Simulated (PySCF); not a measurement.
Molecule: `InChI=1S/C6H10FSi/c1-3-4-5-8(2)6-7/h5-6H2,1-2H3/q+1`.

Bonds (- single, = double, # triple, : aromatic): C1-C2, C2#C3, C3-C4, C4-Si5, Si5-C6, Si5-C7, C7-F8. C1 carries H9, H10, H11; C4 carries H12, H13; C6 carries H14, H15, H16; C7 carries H17, H18. Formal charges: Si5 +1.

Total charge +1.

Frames of a GFN2-xTB Langevin trajectory at 300 K; GIAO PBE0/pcSseg-1 shieldings in PySCF 2.14.0 with density-fitted response routines, gas phase, non-relativistic; equivalent atoms averaged within each frame.

δ = σ(ref) − σ, references computed at the same level: TMS for ¹³C (186.93 ppm) and ²⁹Si (349.16 ppm) and ¹H (31.72 ppm); CFCl3 for ¹⁹F (170.95 ppm). The references are static minima.

Q: How do the shifts (ppm) fluctuate along the trajectory?

A: 
```csv
time (fs),C2,C7,C3,C4,C6,C1,Si5,F8,H17/H18,H12/H13
optimised geometry,106.1,92.2,60.7,22.9,10.0,4.9,391.7,-286.6,6.00,3.86
250,114.6,95.5,70.9,30.1,18.4,8.0,421.8,-265.9,6.90,4.22
425,99.2,87.1,62.6,31.5,11.5,2.0,374.0,-287.7,6.01,4.30
625,107.3,100.4,65.3,32.7,12.6,5.9,457.6,-268.6,6.18,3.69
800,106.8,86.8,56.5,24.5,13.6,6.6,341.7,-280.1,5.87,4.20
1000,105.5,103.3,59.6,29.7,23.4,2.3,408.0,-263.1,7.01,4.61
mean of frames,106.7,94.6,63.0,29.7,15.9,5.0,400.6,-273.1,6.40,4.20
standard deviation,5.5,7.5,5.5,3.1,5.0,2.7,44.5,10.4,0.52,0.33
```

5 frames give an uncertainty of the mean of about the standard deviation over 2.2 at best, since frames this close in time may not be independent; classical motion lacks zero-point vibration, and the reference would need the same averaging.
